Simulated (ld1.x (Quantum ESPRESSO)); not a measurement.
## Ranking TM potentials for Tm (Z = 69)

All share these settings but for the change named:

ld1.x (Quantum ESPRESSO) 7.5 input, shortened:

```
&input
   title='Tm', zed=69., rel=1, dft='WC', iswitch=3,
   config='[Xe] 4f13 5d0 6s1.5 6p0'
 /
 &inputp
   pseudotype=2, tm=.true., lloc=-1, rcloc=2.75,
   nlcc=.false.
 /
3
5S  1  0   2.00   0.00  1.60  1.60  0.0
5P  2  1   6.00   0.00  1.65  1.65  0.0
5D  3  2   0.00   0.00  3.35  3.35  0.0
 &test
   configts(1)='5s2 5p6 5d0 6s1.5 6p0'
 /
```

Occupied shells without a wave of their own: 6s. They enter only through the test configuration that unscreens the potential.

Cutoff: the first of the cutoffs (Ry, on a coarse ladder) from which the occupation-weighted sum of valence levels, in a spherical-Bessel basis at the reference potential, stays within 10 and 1 mRy of its value at 400 Ry; the density cutoff is not measured.

The base gives 70 Ry.

Of 9 variants that were run, those that failed, showed a ghost or another fault, or gave nearly equal values are left out.

A variant can come out equal or close to the base.

Problem. Rank these variants from softest to hardest (loose cutoff).
A. type RRKJ; local potential the s channel; rho0 0.01
B. all radii scaled by about 1.09 (s 1.74, p 1.80, d 3.64 bohr); local potential all-electron potential smoothed inside 3.00 bohr (lloc = -1)
C. local potential all-electron potential smoothed inside 2.85 bohr (lloc = -1)

Solution. B (50 Ry), A (60 Ry), C (70 Ry).
